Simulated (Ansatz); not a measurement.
Computed with Ansatz on PBE0-D4/def2-TZVP structures; ΔE is electronic, products minus reactants. CBS: MP2 limit from def2 TZ/QZ plus the TZ coupled-cluster correction, frozen cores. Functionals use def2-TZVPP. For Ge, Se outer-core shells are correlated without core-valence functions, which leaves a few kJ/mol of doubt a bond. Scalar relativity is left out up to krypton. Each species was taken in one conformer, which may not be the lowest.

`OC(F)[SeH]` + `[F][GeH2][F]` → `[F][GeH]([F])[SeH]` + `OCF`  (formal exchange of groups at the Se–C bond)

```csv
level,ΔE (kJ/mol)
revPBE,-100.6
BLYP,-99.0
```

(1) What does CCSD(T)/CBS give? (An estimate is asked.)

Largest T1 diagnostic among the species: 0.012.

Results:

(1) Ansatz gave: -104.5 kJ/mol. The listed levels differ from it by 3.9, 5.5 kJ/mol.

From r2SCAN to r2SCAN0 (25 % exact exchange), in def2-TZVPP and without D4, ΔE moves by −4.9 kJ/mol. At CCSD(T), def2-SVP lies +4.2 kJ/mol from the extrapolated value and def2-TZVPP +2.1 kJ/mol.
